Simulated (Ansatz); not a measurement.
Abridged output of a molecular run in Ansatz:

```
Functional definition: HF
1007 factors; integrals over basis functions are off by at most 7.5e-4 eV
mean field evaluation 1: about -15098.3533 eV, gradient 5.2e1 eV
mean field evaluation 2: about -15098.5075 eV, gradient 5.3e1 eV
mean field evaluation 4: about -15103.4660 eV, gradient 2.9e0 eV
mean field evaluation 8: about -15103.5158 eV, gradient 5.0e-1 eV
mean field -15103.51658566 eV, -555.0439969917 hartree, gradient 1.5e-6 eV, S^2 0.000000; 0 other end points of the search recorded, 0 dependent functions left out
9 core orbitals not correlated: weight in the atoms' cores, before any rotation towards them, 1.000 or more for the frozen orbitals, at most 0.000 for the correlated occupied ones
reference -15103.51658566 eV, -555.0439969917 hartree; 21, 21 occupied and 66, 66 virtual orbitals, 1007 factors
second order -24.81243381 eV of doubles, -0.00000000 eV of singles
cycle   1  -23.94595480 eV  change    8.7e-1 eV  update   1.6e-1
cycle   2  -24.66155466 eV  change   -7.2e-1 eV  update   5.1e-2
cycle   3  -24.84733558 eV  change   -1.9e-1 eV  update   2.5e-2
cycle   4  -24.84078639 eV  change    6.5e-3 eV  update   6.2e-3
cycle   5  -24.83199828 eV  change    8.8e-3 eV  update   2.4e-3
cycle   6  -24.83205649 eV  change   -5.8e-5 eV  update   7.2e-4
cycle   7  -24.83211575 eV  change   -5.9e-5 eV  update   2.6e-4
cycle   8  -24.83197109 eV  change    1.4e-4 eV  update   9.3e-5
cycle   9  -24.83194742 eV  change    2.4e-5 eV  update   3.3e-5
perturbative correction -0.75156234 eV, -0.0276194066 hartree
Total energy: -15129.10009541 eV, -555.9841736341 hartree
```

Its atoms:

Cartesian coordinates in Å:
```
O -2.567 -1.332 0.123
C -1.434 -1.104 0.002
N -0.242 -0.958 -0.142
In 0.987 0.604 -0.030
F 2.871 0.403 -0.330
F 0.385 2.387 0.377
```

(1) Which basis set was used?
A. def2-TZVPPD
B. def2-SVP
C. cc-pV(T+d)Z
D. def2-QZVPP

(2) Write the keys of the input that set method, charge and spin (a neutral closed shell needs none for the last two).

Answers

(1) B. It gives 96 functions.

(2) 
```yaml
correlation: {method: ccsd_t}
```
